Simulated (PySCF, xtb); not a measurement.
CH3Be, SMILES [Be+][CH3], charge +1.

xtb 6.7.1 with GFN2-xTB at its own geometry gives an orbital gap of 3.33 eV.

Coordinates come from a B3LYP-D3(BJ)/def2-TZVPD optimisation. The multiplicity is an assumed one; other spin states were not compared. The isomer is the one that the SMILES or the coordinates give; other isomers of the formula were not compared.

Task: What does PBE0/def2-TZVPD (PySCF) give? (Estimate from the structure and the level; the computed values follow.)

Result: gap 5.55 eV (levels -15.40 and -9.84 eV).
